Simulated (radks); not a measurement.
Ta I, configuration [Xe] 4f14 5d3 6s2 (the NIST ground configuration).

All-electron calculation, scalar-relativistic Kohn-Sham, PBE, spin-polarised, spherical densities, finite nucleus; open shells are filled with parallel spins first (spin-orbit coupling, left out, can overturn this in heavy ions); Fermi nuclear charge, rms radius 5.3507 fm. Program: a radial shooting solver on a logarithmic mesh with Libxc functionals.

Energy parts (eV):
total: -424561.06
kinetic: 466316.16
electron-nucleus: -1048426.26
Hartree: 166123.80
exchange-correlation: -8574.76

Orbitals (lengths in bohr, moments of r in powers of bohr; <r^-3> diverges for s and p1/2; r(max) is where P^2 peaks):
\begin{tabular}{lrrrrrr}
orbital & occ. & eigenvalue (eV) & <r^2> & <1/r> & <r^-3> & r(max) \\ \hline
1s up & 1 & -67346.38 & 0.0004788 & 85.40 & - & 0.01168 \\
1s down & 1 & -67346.38 & 0.0004788 & 85.40 & - & 0.01168 \\
2s up & 1 & -11571.31 & 0.007376 & 19.96 & - & 0.06686 \\
2s down & 1 & -11571.20 & 0.007376 & 19.96 & - & 0.06686 \\
2p up & 3 & -10142.62 & 0.006083 & 18.15 & 18740 & 0.05476 \\
2p down & 3 & -10142.54 & 0.006083 & 18.15 & 18740 & 0.05476 \\
3s up & 1 & -2650.599 & 0.04796 & 7.387 & - & 0.1887 \\
3s down & 1 & -2650.581 & 0.04796 & 7.387 & - & 0.1887 \\
3p up & 3 & -2225.469 & 0.04865 & 6.836 & 4158 & 0.1865 \\
3p down & 3 & -2225.447 & 0.04865 & 6.836 & 4158 & 0.1865 \\
3d up & 5 & -1728.798 & 0.04038 & 6.463 & 537.4 & 0.1520 \\
3d down & 5 & -1728.740 & 0.04038 & 6.463 & 537.4 & 0.1520 \\
4s up & 1 & -540.1965 & 0.2376 & 3.134 & - & 0.4289 \\
4s down & 1 & -540.1226 & 0.2377 & 3.134 & - & 0.4289 \\
4p up & 3 & -400.6947 & 0.2706 & 2.851 & 959.4 & 0.4495 \\
4p down & 3 & -400.6276 & 0.2706 & 2.851 & 959.2 & 0.4496 \\
4d up & 5 & -221.9605 & 0.3174 & 2.532 & 105.6 & 0.4614 \\
4d down & 5 & -221.8775 & 0.3172 & 2.532 & 105.6 & 0.4615 \\
4f up & 7 & -24.5464 & 0.5260 & 1.999 & 17.22 & 0.4414 \\
4f down & 7 & -24.3055 & 0.5163 & 2.006 & 17.33 & 0.4412 \\
5s up & 1 & -73.1946 & 1.369 & 1.208 & - & 0.9900 \\
5s down & 1 & -72.1656 & 1.354 & 1.216 & - & 0.9869 \\
5p up & 3 & -39.8223 & 1.917 & 1.008 & 130.6 & 1.127 \\
5p down & 3 & -38.4035 & 1.891 & 1.017 & 133.7 & 1.121 \\
5d up & 3 & -4.2069 & 6.018 & 0.5996 & 5.470 & 1.588 \\
5d down & 0 & -2.5243 & 7.104 & 0.5776 & 5.181 & 1.580 \\
6s up & 1 & -5.8719 & 11.94 & 0.3908 & - & 2.735 \\
6s down & 1 & -4.6937 & 13.42 & 0.3693 & - & 2.829 \\
\end{tabular}

The highest occupied level is 5d up at -4.207 eV. The electron density at the nucleus is 1.395e+06 e/bohr^3 (large components only). The density falls to 0.001 e/bohr^3 at r = 4.88 bohr. Spin moment in Bohr magnetons: 3. The spin density at the nucleus is -0.68 e/bohr^3 (1s 0.00, 2s -0.68, 3s 0.17, 4s 0.74, 5s -11.43, 6s 10.52).
